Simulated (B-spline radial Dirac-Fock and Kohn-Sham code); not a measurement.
These are calculated numbers from a radial B-spline solver; the model is a relativistic independent-particle model: LDA orbitals of the hole state, radiative multipoles to third order, Auger rates from the Coulomb interaction with a continuum orbital, Dirac-Fock energies. Free neutral atoms.

Task: Order these holes by fluorescence yield, smallest first.
A. Mn L3 (2p3/2)
B. Au M5 (3d5/2)
C. Eu K (1s)
D. Pd M5 (3d5/2)
E. Hf L3 (2p3/2)

Result: D (0.000207), A (0.00402), B (0.0248), E (0.240), C (0.933).
